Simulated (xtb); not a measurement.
C2H6N, charge -1, singlet, geometry from GFN2-xTB; GFN0-xTB (xtb).

Input for xtb:
```
$ xtb mol.xyz --gfn 0 --chrg -1 --etemp 5000 --json

# file mol.xyz
9

C      1.17379428    -0.29888506    -0.03064780
C     -0.00061861     0.69049820    -0.11946954
N     -1.28175622    -0.07360499     0.01875596
H      2.13180660     0.23713849     0.01082447
H      1.16758703    -1.00712786     0.84854650
H      1.20574491    -0.94467985    -0.92468513
H      0.04801484     1.28923134     0.84658688
H     -1.25328855    -0.75326842     0.80694167
H     -1.36662521    -0.65573752    -0.81880195
```

What the program printed (banner, timings and long lists left out):

```
   ID    Z sym.   atoms
    1    6 C      1, 2
    2    7 N      3
    3    1 H      4-9

           -------------------------------------------------
          |                Calculation Setup                |
           -------------------------------------------------

           -------------------------------------------------
          |                 G F N 0 - x T B                 |
           -------------------------------------------------

          ...................................................
          :                      SETUP                      :
          :.................................................:
          :  # basis functions                  24          :
          :  # atomic orbitals                  24          :
          :  # shells                           18          :
          :  # electrons                        20          :
          :  electronic temp.         5000.0000000     K    :
          :  accuracy                    1.0000000          :
          :  -> integral cutoff          0.2500000E+02      :
          :  -> integral neglect         0.1000000E-07      :
          ...................................................

         :::::::::::::::::::::::::::::::::::::::::::::::::::::
         ::                     SUMMARY                     ::
         :::::::::::::::::::::::::::::::::::::::::::::::::::::
         :: total energy             -11.862716297059 Eh    ::
         :: gradient norm              0.038445336248 Eh/a0 ::
         :: HOMO-LUMO gap              5.754488878236 eV    ::
         ::.................................................::
         :: H0 energy                -10.796807815227 Eh    ::
         :: repulsion energy           0.116184811908 Eh    ::
         :: electrostat energy        -1.168270725799 Eh    ::
         :: -> Gsolv                   0.000000000000 Eh    ::
         ::    -> Gsasa                0.000000000000 Eh    ::
         ::    -> Gshift               0.000000000000 Eh    ::
         :: dispersion energy         -0.001943704469 Eh    ::
         :: short-range corr.         -0.011878863472 Eh    ::
         :: add. restraining           0.000000000000 Eh    ::
         :: total charge              -1.000000000000 e     ::
         :::::::::::::::::::::::::::::::::::::::::::::::::::::

           -------------------------------------------------
          |                Property Printout                |
           -------------------------------------------------

    * Orbital Energies and Occupations

         #    Occupation            Energy/Eh            Energy/eV
      -------------------------------------------------------------
         1        2.0000           -0.6901196             -18.7791
         2        2.0000           -0.6256576             -17.0250
         3        2.0000           -0.6000944             -16.3294
         4        2.0000           -0.5654457             -15.3866
         5        2.0000           -0.5384815             -14.6528
         6        2.0000           -0.5285957             -14.3838
         7        2.0000           -0.5195635             -14.1380
         8        2.0000           -0.4958249             -13.4921
         9        1.9999           -0.4444968             -12.0954
        10        1.9973           -0.3900799             -10.6146 (HOMO)
        11        0.0023           -0.1786063              -4.8601 (LUMO)
        12        0.0004           -0.1489673              -4.0536
        13        0.0001           -0.1250697              -3.4033
        14        0.0000           -0.0959375              -2.6106
        15        0.0000           -0.0822819              -2.2390
        16        0.0000           -0.0676340              -1.8404
        17        0.0000           -0.0448928              -1.2216
        18                          0.0333543               0.9076
        19                          0.1333877               3.6297
        20                          0.1584700               4.3122
        21                          0.2104445               5.7265
       ...                                ...                  ...
        24                          0.3503096               9.5324
      -------------------------------------------------------------
                  HL-Gap            0.2114736 Eh            5.7545 eV
             Fermi-level            0.0000000 Eh            0.0000 eV

     #   Z          covCN         q      C6AA      α(0)
     1   6 C        3.740    -0.244    28.492     7.707
     2   6 C        2.793     0.035    28.704     8.748
     3   7 N        2.623    -1.184    61.104    11.703
     4   1 H        0.923    -0.067     4.547     3.335
     5   1 H        0.918    -0.031     3.665     2.994
     6   1 H        0.923    -0.032     3.679     3.000
     7   1 H        0.916    -0.006     3.171     2.785
     8   1 H        0.858     0.264     0.833     1.430
     9   1 H        0.859     0.266     0.823     1.421

 Mol. C6AA /au·bohr⁶  :        786.454762
 Mol. C8AA /au·bohr⁸  :      16215.949750
 Mol. α(0) /au        :         43.122508

Wiberg/Mayer (AO) data.
largest (>0.10) Wiberg bond orders for each atom

 ---------------------------------------------------------------------------
     #   Z sym  total        # sym  WBO       # sym  WBO       # sym  WBO
 ---------------------------------------------------------------------------
     1   6 C    3.976 --     2 C    1.033     6 H    0.980     4 H    0.979
                             5 H    0.971
     2   6 C    3.046 --     1 C    1.033     7 H    1.003     3 N    0.972
     3   7 N    2.958 --     9 H    0.976     8 H    0.974     2 C    0.972
     4   1 H    0.989 --     1 C    0.979
     5   1 H    0.981 --     1 C    0.971
     6   1 H    0.994 --     1 C    0.980
     7   1 H    1.016 --     2 C    1.003
     8   1 H    0.981 --     3 N    0.974
     9   1 H    0.998 --     3 N    0.976
 ---------------------------------------------------------------------------

Topologies differ in total number of bonds
Writing topology from bond orders to xtbtopo.mol

 dipole moment from electron density (au)
     X       Y       Z
   0.6002  -1.9543   0.4908  total (Debye):    5.344

           -------------------------------------------------
          | TOTAL ENERGY              -11.862716297059 Eh   |
          | GRADIENT NORM               0.038445336248 Eh/α |
          | HOMO-LUMO GAP               5.754488878236 eV   |
           -------------------------------------------------

normal termination of xtb
```
